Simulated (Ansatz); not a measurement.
System: AsH$_{3}$, charge 0, singlet. AsH3 (arsane, SMILES [AsH3]).
B3LYP-D3(BJ)/def2-TZVP minimum from Ansatz (an electronic-structure program):
```xyz
4

As     0.0003     0.0002     0.0708
H     -0.7759    -1.0063    -0.7723
H     -0.4876     1.1692    -0.7786
H      1.2523    -0.1682    -0.7839
```
Charge 0, spin multiplicity 1.

Total energies in cc-pVTZ, 8 correlated electrons, 14 frozen orbitals. UHF or UKS for unpaired electrons; spin-orbit terms are left out. Cores are frozen in correlated methods (noble-gas shells, and filled d and f shells in the p block). No relativity.

```tsv
method	program	energy (Eh)	minus CCSDT(Q) (mEh)
HF	Ansatz	-2235.97331	190.71
MP2	Ansatz	-2236.13012	33.90
CCSD	Ansatz	-2236.15729	6.74
CCSD(T)	Ansatz	-2236.16305	0.97
CCSDT(Q)	Ansatz	-2236.16402	0.00
```

Rough core times of Ansatz's runs on a shared machine: CCSD(T) under 20 s, CCSDT(Q) 50 s.
